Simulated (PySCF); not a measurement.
## Exercise with solution: dipole moment from atomic charges

C3F5O, SMILES O=C([C](F)F)C(F)(F)F, multiplicity 2. Atoms are numbered in the order given.

```xyz
9

O      1.9216    -0.2745     0.0000
C      0.6857    -0.2240     0.0000
C     -0.1264    -1.4060     0.0000
F      0.3927    -2.6031     0.0000
F     -1.4386    -1.4042     0.0000
C     -0.0846     1.1250     0.0000
F      0.7766     2.1430     0.0000
F     -0.8776     1.2225     1.0929
F     -0.8776     1.2225    -1.0929
```
Charge 0, spin multiplicity 2.

The structure is a stationary point at PBE-D3(BJ)/def2-SVP. The isomer is the one that the SMILES or the coordinates give; other isomers of the formula were not compared. One conformer was computed; it need not be the lowest.

Charges (e) from M06-2X/def2-TZVP run with PySCF:

| atom | Mulliken | ESP fit |
|---|---|---|
| O1 | -0.262 | -0.351 |
| C2 | 0.063 | 0.145 |
| C3 | 0.385 | 0.401 |
| F4 | -0.105 | -0.094 |
| F5 | -0.111 | -0.121 |
| C6 | 0.512 | 0.630 |
| F7 | -0.144 | -0.174 |
| F8 | -0.170 | -0.218 |
| F9 | -0.170 | -0.218 |

The dipole moment of the full density is 1.99 D.

Q: What dipole moment does each set of point charges give, and which comes closer to that of the density?

A: 
μ = Σ q r, and 1 e Å = 4.8032 D.
Mulliken: Σ q r = (-0.247, -0.203, 0.000) e Å, |μ| = 1.54 D.
ESP fit: Σ q r = (-0.294, -0.282, 0.000) e Å, |μ| = 1.96 D.
ESP fit comes closer in size. Point charges leave out the atoms' own dipoles (lone pairs, polarised bonds); fits to the potential absorb them, partitions of the density don't.
